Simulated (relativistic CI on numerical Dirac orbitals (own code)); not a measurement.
## W72+: sensitivity of the levels to the model

Base calculation: Dirac-Coulomb-Breit CI, KLI orbitals optimised for each configuration, model QED, unscaled Slater integrals.

CI space: 1s2, 1s.2s, 1s.2p, 1s.3s, 1s.3p, 1s.3d, 1s.4s, 1s.4p, 1s.4d, 1s.4f, 1s.5s, 1s.5p, 1s.5d, 1s.5f, 1s.5g, 1s.6s, 1s.6p, 1s.6d, 2s2. Levels of other configurations are missing.

Variants: (1) Breit term removed. Shifts of the energy above 1s2 1S_0, in eV, for the lowest level and the first level of each name with at least 55 % of one term (blank where a level changes its place among those of its configuration and J or its character, or is not in the variant):

| Level | Base | Δ(1) |
| --- | --- | --- |
| 1s2 1S_0 | 0.0 | 0.0 |
| 1s.2s 3S_1 | 58991.0 | +159.7 |
| 1s.2p 3P°_1 | 59106.5 | +157.7 |
| 1s.2s 1S_0 | 59143.6 | +126.3 |
| 1s.2p 3P°_0 | 59146.3 | +95.3 |
| 1s.2p 3P°_2 | 60681.7 | +156.1 |
| 1s.2p 1P°_1 | 60732.0 | +147.7 |
| 1s.3s 3S_1 | 70412.6 | +159.6 |
| 1s.3p 3P°_1 | 70443.4 | +159.0 |
| 1s.3s 1S_0 | 70453.3 | +150.1 |
| 1s.3p 3P°_0 | 70453.8 | +142.7 |
| 1s.3p 3P°_2 | 70912.4 | +158.8 |
| 1s.3d 3D_2 | 70922.1 | +161.1 |
| 1s.3d 3D_1 | 70926.3 | +156.6 |
| 1s.3p 1P°_1 | 70927.5 | +155.8 |
| 1s.3d 3D_3 | 71056.3 | +160.6 |
| 1s.3d 1D_2 | 71059.3 | +158.0 |
| 1s.4s 3S_1 | 74328.5 | +159.6 |
| 1s.4p 3P°_1 | 74340.9 | +159.3 |
| 1s.4s 1S_0 | 74344.9 | +155.6 |
| 1s.4p 3P°_0 | 74345.0 | +152.8 |
| 1s.4p 3P°_2 | 74537.3 | +159.2 |

At this charge energies of transitions that change n are usually good to better than 1 %, and those within a shell (Δn = 0) to a few per cent.

Ionisation energy from the two ground configurations alone: base 79177.6 eV; Breit term removed 79337.5 eV. The NIST ASD value (theoretical) is 79181.9 eV.

LS names give the leading component of a level, which can be under half, so a name can repeat, a term be missing and a line seem to break the LS rules.
